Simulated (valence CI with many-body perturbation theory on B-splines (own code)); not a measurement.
## Level structure of Yb LXVI

Calculated by valence CI with perturbative core correlation (CI+MBPT): three valence electrons over a frozen Dirac-Fock core [He], radial functions for each j: 11 s, 11 p, 9 d, 7 f, 5 g, 2 h, 1 i, with the one-electron correlation potential Σ1 (screened to all orders), the two-electron term Σ2, the three-electron term Σ3, Breit, model QED; selected single and double excitations, second order for the rest (own B-spline code, finite nucleus).

The last digits are not significant, and no measured levels were compared; by estimate large intervals hold to a few tenths of a per cent, small ones and those within an open d or f shell to about a per cent.

Levels 1 to 45 of 102, with energies above the lowest level, (2s^2 2p1/2) J=1/2. "Leading %" is the weight of the configuration and term that name the level; weights of strongly mixed levels are sums over their largest components and can fall short. In the jj column 3d3/2^4 stands for four electrons in 3d with j = 3/2. Lifetimes count E1, E2, E3, M1 and M2 decay at the calculated energies, and are blank where another channel may lead or the interval is too uncertain; long ones can be off by a factor of two.

| No. | Configuration | Term | J | E (Ry) | Leading % | Lifetime | g | Leading jj |
| --- | --- | --- | --- | --- | --- | --- | --- | --- |
| 1 | 2s2 2p | 2P° | 1/2 | 0.00 | 100 |  | 0.621 | 2s^2 2p1/2 (100 %) |
| 2 | 2s 2p2 | 4P | 1/2 | 18.13 | 50 | 47.1 ps | 2.046 | 2s 2p1/2^2 (100 %) |
| 3 | 2s2 2p | 2P° | 3/2 | 83.51 | 99 | 39.3 ps | 1.301 | 2s^2 2p3/2 (99 %) |
| 4 | 2s 2p2 | 4P | 3/2 | 96.23 | 90 | 16.1 ps | 1.624 | 2s 2p1/2 2p3/2 (100 %) |
| 5 | 2s 2p2 | 2D | 5/2 | 99.12 | 63 | 130 ps | 1.313 | 2s 2p1/2 2p3/2 (100 %) |
| 6 | 2s 2p2 | 2P | 1/2 | 104.07 | 69 | 132 fs | 1.264 | 2s 2p1/2 2p3/2 (100 %) |
| 7 | 2s 2p2 | 2D | 3/2 | 104.22 | 62 | 147 fs | 0.974 | 2s 2p1/2 2p3/2 (100 %) |
| 8 | 2p3 | 2P° | 3/2 | 123.10 | 48 | 194 fs | 1.318 | 2p1/2^2 2p3/2 (99 %) |
| 9 | 2s 2p2 | 4P | 5/2 | 181.05 | 63 | 648 fs | 1.417 | 2s 2p3/2^2 (100 %) |
| 10 | 2s 2p2 | 2S | 1/2 | 188.54 | 68 | 167 fs | 1.916 | 2s 2p3/2^2 (100 %) |
| 11 | 2s 2p2 | 2P | 3/2 | 188.59 | 60 | 90.9 fs | 1.171 | 2s 2p3/2^2 (100 %) |
| 12 | 2p3 | 4S° | 3/2 | 203.25 | 55 | 95.2 fs | 1.435 | 2p1/2 2p3/2^2 (100 %) |
| 13 | 2p3 | 2D° | 5/2 | 204.90 | 100 | 102 fs | 1.165 | 2p1/2 2p3/2^2 (100 %) |
| 14 | 2p3 | 2P° | 1/2 | 208.83 | 100 | 87.5 fs | 0.621 | 2p1/2 2p3/2^2 (100 %) |
| 15 | 2p3 | 2P° | 3/2 | 289.76 | 52 | 63.6 fs | 1.287 | 2p3/2^3 (100 %) |
| 16 | 2s2 3s | 2S | 1/2 | 686.43 | 98 | 4.43 fs | 1.984 | 2s^2 3s (98 %) |
| 17 | 2s2 3p | 2P° | 1/2 | 692.47 | 96 | 115 fs | 0.661 | 2s^2 3p1/2 (96 %) |
| 18 | 2s 2p 3s | 4P° | 1/2 | 698.54 | 85 | 4.96 fs | 2.352 | 2s 2p1/2 3s (98 %) |
| 19 | 2s 2p 3s | 4P° | 3/2 | 700.48 | 59 | 4.42 fs | 1.535 | 2s 2p1/2 3s (99 %) |
| 20 | 2s 2p 3s | 2P° | 1/2 | 702.58 | 95 | 5.82 fs | 0.705 | 2s 2p1/2 3s (99 %) |
| 21 | 2s 2p 3p | 4D | 1/2 | 703.64 | 72 | 6.32 fs | 0.264 | 2s 2p1/2 3p1/2 (100 %) |
| 22 | 2s 2p 3p | 4D | 3/2 | 705.64 | 40 | 2.45 fs | 1.091 | 2s 2p1/2 3p1/2 (100 %) |
| 23 | 2s 2p 3p | 4P | 1/2 | 708.70 | 46 | 4.86 fs | 1.921 | 2s 2p1/2 3p1/2 (99 %) |
| 24 | 2s2 3p | 2P° | 3/2 | 717.16 | 98 | 80.0 fs | 1.322 | 2s^2 3p3/2 (98 %) |
| 25 | 2p2 3s | 4P | 1/2 | 720.33 | 44 | 5.42 fs | 1.966 | 2p1/2^2 3s (95 %) |
| 26 | 2s2 3d | 2D | 3/2 | 721.24 | 98 | 717 as | 0.787 | 2s^2 3d3/2 (98 %) |
| 27 | 2p2 3p | 2P° | 1/2 | 725.19 | 45 | 1.28 fs | 0.643 | 2p1/2^2 3p1/2 (96 %) |
| 28 | 2s2 3d | 2D | 5/2 | 727.87 | 95 | 805 as | 1.191 | 2s^2 3d5/2 (95 %) |
| 29 | 2s 2p 3p | 4P | 3/2 | 729.14 | 31 | 6.80 fs | 1.390 | 2s 2p1/2 3p3/2 (100 %) |
| 30 | 2s 2p 3p | 4D | 5/2 | 731.46 | 42 | 17.9 fs | 1.313 | 2s 2p1/2 3p3/2 (96 %) |
| 31 | 2s 2p 3p | 2D | 3/2 | 731.65 | 43 | 3.04 fs | 1.243 | 2s 2p1/2 3p3/2 (100 %) |
| 32 | 2s 2p 3p | 2P | 1/2 | 732.07 | 43 | 2.00 fs | 1.343 | 2s 2p1/2 3p3/2 (96 %) |
| 33 | 2s 2p 3d | 4F° | 3/2 | 732.36 | 70 | 2.83 fs | 0.569 | 2s 2p1/2 3d3/2 (100 %) |
| 34 | 2s 2p 3d | 4F° | 5/2 | 734.54 | 42 | 4.15 fs | 1.007 | 2s 2p1/2 3d3/2 (98 %) |
| 35 | 2s 2p 3d | 2P° | 3/2 | 735.84 | 30 | 595 as | 1.165 | 2s 2p1/2 3d3/2 (98 %) |
| 36 | 2s 2p 3d | 4D° | 1/2 | 736.16 | 53 | 635 as | 0.434 | 2s 2p1/2 3d3/2 (98 %) |
| 37 | 2s 2p 3d | 4P° | 5/2 | 739.86 | 34 | 783 as | 1.304 | 2s 2p1/2 3d5/2 (99 %) |
| 38 | 2s 2p 3d | 2F° | 7/2 | 741.90 | 40 | 805 as | 1.224 | 2s 2p1/2 3d5/2 (100 %) |
| 39 | 2s 2p 3d | 2F° | 5/2 | 742.75 | 48 | 809 as | 1.072 | 2s 2p1/2 3d5/2 (99 %) |
| 40 | 2s 2p 3d | 2P° | 3/2 | 742.80 | 39 | 814 as | 1.111 | 2s 2p1/2 3d5/2 (96 %) |
| 41 | 2p2 3p | 2P° | 3/2 | 751.00 | 34 | 2.82 fs | 1.319 | 2p1/2^2 3p3/2 (96 %) |
| 42 | 2p2 3d | 2D | 3/2 | 754.00 | 42 | 4.25 fs | 0.783 | 2p1/2^2 3d3/2 (98 %) |
| 43 | 2p2 3d | 2D | 5/2 | 761.58 | 36 | 823 as | 1.188 | 2p1/2^2 3d5/2 (98 %) |
| 44 | 2s 2p 3s | 4P° | 5/2 | 782.29 | 100 | 6.43 fs | 1.569 | 2s 2p3/2 3s (100 %) |
| 45 | 2s 2p 3s | 2P° | 3/2 | 784.16 | 76 | 3.89 fs | 1.388 | 2s 2p3/2 3s (100 %) |

The ionisation energy to 2s2 1S_0 of the next ion comes out as 16566 eV (NIST: 16570 ± 30 eV (theoretical)). All 102 levels together are meant to be complete up to 845.46 Ry.
